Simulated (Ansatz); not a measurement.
`Cl[CH2][GeH]([Cl])[Cl]` + HCl → `[Cl][GeH]([Cl])[Cl]` + `CCl` at 298.15 K and 1 bar (ligand exchange at a Ge–C bond).

Gas-phase electronic energies from Ansatz, PBE0-D4/def2-TZVP geometries. CCSD(T)/CBS adds triple-zeta CCSD(T) − MP2 to the extrapolated MP2 energy (def2 sets, frozen cores). This one scheme is used for every species. For Ge outer-core shells are correlated without core-valence functions, which leaves a few kJ/mol of doubt a bond. Scalar relativity is left out up to krypton. One conformer a species, not always the lowest.

```json
{"species": "`Cl[CH2][GeH]([Cl])[Cl]`", "CCSD(T)/CBS energy (Eh)": "-3495.38945", "H − E (kJ/mol)": "125.0", "S (J/(mol·K))": "377.0"}
{"species": "HCl", "CCSD(T)/CBS energy (Eh)": "-460.38127", "H − E (kJ/mol)": "26.6", "S (J/(mol·K))": "186.8"}
{"species": "`[Cl][GeH]([Cl])[Cl]`", "CCSD(T)/CBS energy (Eh)": "-3456.16971", "H − E (kJ/mol)": "50.0", "S (J/(mol·K))": "329.5"}
{"species": "`CCl`", "CCSD(T)/CBS energy (Eh)": "-499.63220", "H − E (kJ/mol)": "109.7", "S (J/(mol·K))": "234.1"}
```

H − E and S are ideal-gas, rigid-rotor, harmonic terms from PBE0-D4/def2-TZVP, for one conformer and one mirror image of each species. 1 Eh = 2625.50 kJ/mol, R = 8.31446 J/(mol·K).

Problem. By hand: ΔE, ΔH, ΔS and ΔG.

Solution. ΔE = (-3456.16971) + (-499.63220) − (-3495.38945) − (-460.38127) = -0.03119 Eh = -81.9 kJ/mol. Δ(H − E) = 50.0 + 109.7 − 125.0 − 26.6 = 8.1, so ΔH = -73.8 kJ/mol. ΔS = 329.5 + 234.1 − 377.0 − 186.8 = -0.2 J/(mol·K). ΔG = -73.8 − 298.15 × (-0.2)/1000 = -73.7 kJ/mol.

Problem. By hand: the equilibrium constant, and the temperature at which ΔG would vanish if ΔH and ΔS stayed fixed.

Solution. log₁₀ K = −ΔG/(RT ln 10) = 12.9. ΔG = 0 at ΔH/ΔS = 369000 K, far beyond where these terms or the molecules hold.

The number of gas molecules stays the same, so ΔS is small and ΔH decides. A doubt of 5 kJ/mol in ΔE shifts log₁₀ K by 0.9 here. Other conformers and mirror images would add mixing entropy, several J/(mol·K) or more a flexible species. Modes under 60 cm⁻¹, often nearly free rotors, make the harmonic entropy too high. These are equilibria of isolated gas molecules and say nothing of rates. Largest T1 diagnostic: 0.009 (customary marks: 0.02 for closed shells, 0.045 for open ones).
